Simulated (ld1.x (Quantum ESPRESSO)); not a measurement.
## What one change does to a pseudopotential (rhenium (Re), TM semilocal)

Re (Z = 75), norm-conserving Troullier–Martins (semilocal form), made with ld1.x (Quantum ESPRESSO) 7.5 (PBE, scalar-relativistic). Core [Xe] 4f14, reference 5d5 6s1.5 6p0.5. Waves: 6s (bound): rc 2.70 bohr; 5d (bound): rc 2.10 bohr; 6p (bound): rc 2.75 bohr. Local part: the p channel. Core correction: a·sin(br)/r model core, default radius (core density twice the valence density).

Change: wave 5d (bound): rc 2.10 bohr becomes 5d (bound): rc 2.28 bohr.

Cutoffs: the cutoffs (Ry, on a coarse ladder) from which the occupation-weighted sum of valence levels, in a spherical-Bessel basis at the reference potential, stays within 10 and 1 mRy of its value at 400 Ry; they do not see the model core or the augmentation charge, which bear on the density cutoff. Errors are all-electron minus pseudo energies relative to the spin-unpolarised reference configuration.

Problem. How do hardness, ghosts and transferability respond?

Solution. The potential gets softer (35 Ry and 40 Ry → 30 Ry and 35 Ry); the errors of the 7 common tests hardly move; neither file shows a bound ghost. A larger radius leaves more room for a smooth pseudo-wave, so fewer plane waves are needed. A semilocal file is local in each channel, so a ghost entry of none says nothing of the separable form that plane-wave codes build from it.

| quantity | base | changed |
| --- | --- | --- |
| cutoff, loose | 35 Ry | 30 Ry |
| cutoff, tight | 40 Ry | 35 Ry |
| loose cutoff by channel (10 mRy a level) | s 6 Ry, d 30 Ry, p 6 Ry | s 6 Ry, d 25 Ry, p 6 Ry |
| bound ghosts | none | none |
| error for 5d5 6s2 6p0, meV [ΔE -2.35 eV] | 0.0 | 0.0 |
| error for 5d5 6s1 6p0, meV [ΔE 6.90 eV] | -7.9 | -7.8 |
| error for 5d5 6s0 6p0, meV [ΔE 23.22 eV] | -43 | -42 |
| error for 5d4 6s2 6p0, meV [ΔE 7.61 eV] | -40 | -40 |
| error for 5d3 6s0 6p0, meV [ΔE 89.71 eV] | -439 | -443 |
| error for 5d5 6s0 6p1, meV [ΔE 12.70 eV] | -11 | -11 |
| error for 5d5 6s1 6p1, meV [ΔE 2.44 eV] | -1.4 | -1.3 |
| s: phases at 3.01 bohr within 0.05 rad from the reference energy up to (Ry; the scan ends near 5) | 2.0 | 2.0 |
| p: phases at 3.01 bohr within 0.05 rad from the reference energy up to (Ry; the scan ends near 5) | 1.7 | 1.7 |
| d: phases at 3.01 bohr within 0.05 rad from the reference energy up to (Ry; the scan ends near 5) | to the end of the scan | to the end of the scan |
